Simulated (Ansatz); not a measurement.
Si₂₁H₃₀⁻. Total charge -1; doublet. Geometry r2SCAN-D4/def2-SVP, that of the neutral singlet; atoms count from 1.

```xyz
51

Si    0.461    4.327   -1.378
Si    3.612   -0.504    2.112
Si    3.319    1.828   -0.751
Si    0.181    1.623    1.197
Si   -0.322   -2.258    1.162
Si   -1.331    1.095   -0.603
Si    1.348   -1.769   -0.496
Si   -3.971   -0.296    1.495
Si   -3.053   -2.672   -1.221
Si    0.960    1.186   -3.472
Si    1.569    0.480    2.754
Si   -1.987   -1.141    2.444
Si    1.688    3.184    0.262
Si   -3.442    1.640    0.266
Si   -0.647    2.512   -2.369
Si    4.826    1.081    0.883
Si    3.280   -2.361    0.710
Si    2.184    0.043   -1.804
Si   -1.601   -3.937    0.123
Si   -1.872   -0.776   -1.966
Si   -4.871   -1.917    0.056
H     1.325    5.082   -2.340
H    -0.518    5.271   -0.749
H     4.313   -0.872    3.387
H     4.022    2.568   -1.852
H    -0.729    2.397    2.113
H     0.502   -2.896    2.249
H     1.093   -2.814   -1.545
H    -4.897   -0.014    2.643
H    -3.503   -3.411   -2.447
H     1.975    2.049   -4.163
H     0.350    0.283   -4.496
H     1.940    1.667    3.600
H     0.842   -0.473    3.646
H    -1.437   -0.078    3.337
H    -2.386   -2.289    3.328
H     2.283    4.060    1.323
H    -3.405    2.855    1.137
H    -4.436    1.856   -0.834
H    -1.794    2.881   -3.261
H     5.267    2.225    1.743
H     6.032    0.455    0.254
H     4.465   -2.533   -0.191
H     3.083   -3.619    1.497
H     3.250   -0.741   -2.523
H    -0.759   -4.854   -0.707
H    -2.365   -4.746    1.126
H    -0.676   -1.240   -2.736
H    -2.763   -0.074   -2.953
H    -5.477   -3.043    0.835
H    -5.925   -1.319   -0.825
```

Single mean-field runs in def2-SVP are fitted with def2-universal-jkfit. The highest occupied level of the charge -1 doublet lies above zero (up to 0.39 eV). By energy differences its removal costs 0.65 eV (vertical, to the charge 0 singlet, at PBE0-D4/def2-SVP); self-interaction error and the lack of diffuse functions both raise the level.

Q: Estimate the Mulliken populations of the heavy atoms from the PBE0/def2-SVP orbitals of Ansatz.

A: 
```tsv
atom	charge (e)	spin (α − β)
Si1	0.14	0.03
Si2	-0.11	0.01
Si3	-0.05	-0.01
Si4	-0.05	0.15
Si5	-0.15	0.06
Si6	-0.31	0.16
Si7	-0.09	0.09
Si8	-0.12	0.03
Si9	-0.11	0.04
Si10	0.08	0.00
Si11	0.08	0.02
Si12	0.07	0.00
Si13	-0.07	0.02
Si14	0.17	0.05
Si15	-0.05	0.02
Si16	0.13	0.01
Si17	0.10	-0.01
Si18	-0.02	0.05
Si19	0.12	0.02
Si20	0.06	0.04
Si21	0.12	0.00
```
Mulliken values and Mayer orders depend strongly on the basis.

Q: Where does the spin sit?

A: Summed by element: Si 0.79, H 0.21, of 1 unpaired in all. Largest on single atoms: Si6 0.16, Si4 0.15, Si7 0.09.

Q: And the Mayer bond orders between bonded heavy atoms (over 0.3)?

A: Si1–Si13 0.95 (2.35 Å); Si1–Si15 0.95 (2.35 Å); Si2–Si11 0.93 (2.36 Å); Si2–Si16 0.95 (2.34 Å); Si2–Si17 0.93 (2.35 Å); Si3–Si13 0.91 (2.35 Å); Si3–Si16 0.93 (2.35 Å); Si3–Si18 0.93 (2.36 Å); Si4–Si6 0.92 (2.41 Å); Si4–Si11 0.89 (2.38 Å); Si4–Si13 0.94 (2.36 Å); Si5–Si7 0.84 (2.40 Å); Si5–Si12 0.94 (2.38 Å); Si5–Si19 0.90 (2.35 Å); Si6–Si14 0.84 (2.35 Å); Si6–Si15 0.93 (2.37 Å); Si6–Si20 0.87 (2.38 Å); Si7–Si17 0.94 (2.35 Å); Si7–Si18 0.95 (2.39 Å); Si8–Si12 0.94 (2.36 Å); Si8–Si14 0.92 (2.35 Å); Si8–Si21 0.94 (2.35 Å); Si9–Si19 0.94 (2.35 Å); Si9–Si20 0.92 (2.35 Å); Si9–Si21 0.94 (2.35 Å); Si10–Si15 0.91 (2.36 Å); Si10–Si18 0.95 (2.36 Å).
